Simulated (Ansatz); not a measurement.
`CBO` and `CB[TeH]` differ in one element.

Ansatz, PBE0-D4/def2-TZVP geometries, multiplicity 1. Each molecule was computed in one conformer, which needn't be the lowest.

Elements past krypton have def2 core potentials.

```json
{"property": "size of the dipole moment (ωB97M-V/def2-TZVPP) / D", "`CBO`": "1.05"}
{"property": "HOMO energy (B3LYP/def2-TZVPP) / eV", "`CBO`": "-8.38"}
{"property": "HOMO–LUMO gap (B3LYP/def2-TZVPP) / eV", "`CBO`": "8.33"}
{"property": "LUMO energy (PBE0/def2-TZVPP) / eV", "`CBO`": "0.21"}
{"property": "LUMO energy (B3LYP/def2-TZVPP) / eV", "`CBO`": "-0.05"}
{"property": "HOMO energy (PBE/def2-TZVPP) / eV", "`CBO`": "-7.09"}
```

Question: What does the change do to each property? (An estimate is asked.)

Answer: The calculation gave: 
| property | `CB[TeH]` | shift |
| --- | --- | --- |
| size of the dipole moment (ωB97M-V/def2-TZVPP) / D | 0.87 | -0.18 |
| HOMO energy (B3LYP/def2-TZVPP) / eV | -6.68 | 1.70 |
| HOMO–LUMO gap (B3LYP/def2-TZVPP) / eV | 5.32 | -3.01 |
| LUMO energy (PBE0/def2-TZVPP) / eV | -1.20 | -1.41 |
| LUMO energy (B3LYP/def2-TZVPP) / eV | -1.36 | -1.31 |
| HOMO energy (PBE/def2-TZVPP) / eV | -5.95 | 1.14 |

With PBE0 the HOMO rises by 1.67 eV and the LUMO falls by 1.41 eV, so the gap narrows by about 3.08 eV. PBE moves the HOMO by 1.14 eV and ωB97M-V by 1.99 eV. Dipoles are sizes alone; their direction can turn.

B3LYP here is the variant with VWN-RPA as its local correlation; programs differ in this.

Spin–orbit coupling is left out; it splits and shifts lone-pair levels of the heavy atoms by tenths of an eV.
